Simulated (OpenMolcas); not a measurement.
**Lines of Zr2+: computed and rescaled rates**

| Item | Value |
| --- | --- |
| Program | OpenMolcas 26.06 |
| Method | MS-CASPT2, IPEA 0.25 Eh, imaginary shift 0.1 Eh (closed shells correlated: 4s 4p) |
| Basis | ANO-RCC-VTZP [7s6p4d2f1g] |
| Scalar Hamiltonian | DKH2, point nucleus |
| Active space | 2 electrons in 6 orbitals (4d 5s) |
| State averaging | 2S+1 = 3 even, 15 roots; 2S+1 = 1 even, 21 roots |
| Spin-orbit coupling | RASSI with atomic mean-field integrals over the reference wave functions, term energies averaged over their components |

Rates come from the transition moments of the reference wave functions (E1 and E2 in the length form). At fixed line strength A goes as λ^-3 for E1 and M1 and as λ^-5 for E2, so a rate at the computed wavelength can be rescaled to the measured one. Measured vacuum wavelengths follow from level energies in Moore, Atomic Energy Levels, vol. II, NSRDS-NBS 35 (1971 reprint of NBS Circular 467, 1952); NIST levels as listed in Rynkun, Gaigalas and Jonsson, Astron. Astrophys. 637, A10 (2020). Branching counts decays inside the model space alone, at computed energies, and the table is only a selection of the E2 and M1 lines, drawn from those between levels with measured partners whose computed energy lies within a factor of 1.5 of the measured one.

| Upper | Lower | Type | λ computed (nm) | λ measured (nm) | A computed (s-1) | A rescaled (s-1) | Branching % |
| --- | --- | --- | --- | --- | --- | --- | --- |
| 4d² ³F₃ | 4d² ³F₂ | M1 | 14270 | 14680 | 8.78e-03 | 8.06e-03 | 100.0 |
| 4d² ³F₄ | 4d² ³F₃ | M1 | 12140 | 12420 | 1.13e-02 | 1.06e-02 | 100.0 |
| 4d² ³P₁ | 4d² ¹D₂ | M1 | 3023 | 3870 | 1.91e-02 |  | 28.2 |
| 4d² ³P₂ | 4d² ¹D₂ | M1 | 2620 | 3229 | 5.20e-02 |  | 55.1 |
| 4d² ¹D₂ | 4d² ³F₃ | M1 | 2042 | 1976 | 5.15e-02 |  | 56.7 |
| 4d² ¹D₂ | 4d² ³F₂ | M1 | 1786 | 1742 | 3.91e-02 |  | 43.1 |
| 4d² ³P₂ | 4d² ³F₄ | E2 | 1268 | 1360 | 2.56e-02 | 1.80e-02 | 27.1 |
| 4d² ³P₁ | 4d² ³F₃ | E2 | 1219 | 1308 | 2.75e-02 | 1.93e-02 | 40.5 |
| 4d² ³P₀ | 4d² ³F₂ | E2 | 1159 | 1240 | 5.39e-02 | 3.85e-02 | 100.0 |
| 4d² ³P₂ | 4d² ³F₃ | E2 | 1148 | 1226 | 1.08e-02 | 7.77e-03 | 11.5 |
| 4d² ³P₂ | 4d² ³F₃ | M1 | 1148 | 1226 | 2.35e-03 |  | 2.5 |
| 4d² ³P₁ | 4d² ³F₂ | E2 | 1123 | 1201 | 2.01e-02 | 1.44e-02 | 29.6 |
| 4d² ¹G₄ | 4d² ³F₄ | M1 | 985.7 | 1046 | 5.98e-02 |  | 56.6 |
| 4d² ¹G₄ | 4d² ³F₃ | M1 | 911.6 | 964.5 | 4.54e-02 |  | 43.0 |
| 4d 5s ¹D₂ | 4d² ¹G₄ | E2 | 755.5 | 713.4 | 1.35e+00 | 1.80e+00 | 44.9 |
| 4d² ¹S₀ | 4d² ³P₁ | M1 | 663.6 | 638.8 | 7.65e-01 |  | 14.9 |
| 4d 5s ³D₂ | 4d² ³F₄ | E2 | 576 | 577.5 | 7.21e-01 | 7.12e-01 | 16.4 |
| 4d 5s ³D₁ | 4d² ³F₃ | E2 | 561.7 | 564.4 | 1.27e+00 | 1.24e+00 | 28.9 |
| 4d 5s ³D₂ | 4d² ³F₃ | E2 | 549.9 | 551.8 | 2.10e+00 | 2.06e+00 | 48.0 |
| 4d² ¹S₀ | 4d² ¹D₂ | E2 | 544.2 | 548.3 | 4.25e+00 | 4.09e+00 | 82.7 |
| 4d 5s ³D₁ | 4d² ³F₂ | E2 | 540.4 | 543.5 | 3.02e+00 | 2.93e+00 | 69.0 |
| 4d 5s ³D₂ | 4d² ³F₂ | E2 | 529.5 | 531.8 | 1.47e+00 | 1.44e+00 | 33.6 |
| 4d 5s ¹D₂ | 4d² ¹D₂ | E2 | 517.9 | 517.5 | 1.43e+00 | 1.44e+00 | 47.7 |
| 5s² ¹S₀ | 4d 5s ¹D₂ | E2 | 398.9 | 426.6 | 9.41e+01 | 6.73e+01 | 74.4 |
| 5s² ¹S₀ | 4d² ¹D₂ | E2 | 225.3 | 233.8 | 2.93e+01 | 2.43e+01 | 23.2 |

Spin-changing lines and M1 lines between different terms are not rescaled, since their strength hangs on the term gaps too.

The largest correction is for 4d² ³P₁ → 4d² ³F₃ (E2): 2.75e-02 × (1219 / 1308)^5 = 1.93e-02 s-1, a factor of 0.70.

The computed rate and branching of 4d² ³F₃ → 4d² ³F₂ give the upper level a radiative lifetime of 1.000 / 8.78e-03 s-1 = 1.14e+02 s, counting decays inside the model space alone. The rescaled rate gives about 1.2e+02 s.

These are rates of the free ion; in crystals, glasses and complexes forced electric-dipole and non-radiative decay shorten such lifetimes by orders of magnitude. No measured rate stands beside these. Rescaling mends the energy factor alone: line strengths can still be far off where a level mixes with configurations outside the active space, and weak or spin-changing lines hang on small mixing coefficients that depend on the term gaps too, so rescaling need not improve them.

CASPT2 does not keep the components of a term degenerate, so their means are used; among the terms shown or strongly mixed into the levels shown the widest spread is 600 cm-1 (4d² ¹G). A single d shell beside an s shell can misplace configurations of different d count against each other. Computed and measured levels are paired by configuration, term and J; levels that our copy of the source lacks, or whose pairing is in doubt (as where it misses far off the trend of its configuration), stay unpaired. Only configurations of the active space appear.
